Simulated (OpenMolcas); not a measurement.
V2+: moving the ligands

V2+ with 6 ligands (chloride) in octahedral coordination (Oh) at 2.55 Å. A charge of +0.667 e stands 2.6 Å behind each ligand. Ligand basis ANO-RCC-VDZP.
```
V     0.0000    0.0000    0.0000
Cl    2.5500    0.0000    0.0000
Cl    0.0000    2.5500    0.0000
Cl   -2.5500    0.0000    0.0000
Cl    0.0000   -2.5500    0.0000
Cl    0.0000    0.0000    2.5500
Cl    0.0000    0.0000   -2.5500
```

```json
{"Program": "OpenMolcas", "Method": "SS-CASPT2, IPEA 0.25 Eh, imaginary shift 0.1 Eh (closed shells correlated: 3s 3p and the ligand valence shells)", "Basis": "ANO-RCC-VDZP [5s4p2d1f]", "Scalar Hamiltonian": "DKH2, point nucleus", "Active space": "3 electrons in 5 orbitals (3d)", "State averaging": "2S+1 = 4 even, 10 roots; 2S+1 = 2 even, 40 roots", "Spin-orbit coupling": "RASSI with atomic mean-field integrals over the reference wave functions"}
```

Runs around this geometry, states (labels of O, the rotations of Oh). Energies in cm-1 above the lowest state or level, χT in cm3 K/mol.

| R (Å) | Ground state | First state of that spin | First gap with spin-orbit (degeneracies) | χT at 300 K | First state of another spin |
| --- | --- | --- | --- | --- | --- |
| 2.43 | 4A2 | 4T2 8280 | 8210 (4, 2) | 1.850 | 2E 12510 |
| 2.55 | 4A2 | 4T2 6150 | 6080 (4, 2) | 1.839 | 2E 12750 |
| 2.69 | 4A2 | 4T2 4330 | 4270 (4, 2) | 1.821 | 2E 12820 |

Taking the first state of the same spin as R^-n, n = -ln(4330 / 8280) / ln(2.69 / 2.43) = 6.4 between the shortest and longest distance.

Roots that are degenerate in the reference are averaged as groups; the widest CASPT2 spread within a group is 600 cm-1 (the 3-fold group of multiplicity 4 near 9990 cm-1 above the lowest state of its run, R = 2.55). Shifts and gaps below about the spread of the groups concerned are not significant. Over all roots computed the reference weight is 0.67 to 0.68 in R = 2.43, 0.67 to 0.68 in R = 2.55, 0.67 to 0.68 in R = 2.69; a low but even weight reflects the number of correlated electrons. Ligand-to-metal charge-transfer states are missing. These CASPT2 states fit no ligand-field parameters well, so their order and spin gaps are uncertain. With no ligand orbital active B as a rule stays too high, so bands that hang on it stand too high and its fall with covalency is understated. With one d shell and no ligand orbital active, 10Dq can be off by tens of per cent for divalent 3d ions, low with halides held by bare charges and at times high in hosts. Free-ion shares, where given, are those of the reference states; single-state CASPT2 does not remix them (holds for R = 2.55; R = 2.69). No measured value stands beside these numbers; the geometry is a model, was not optimised and need not be the one that this ion takes.
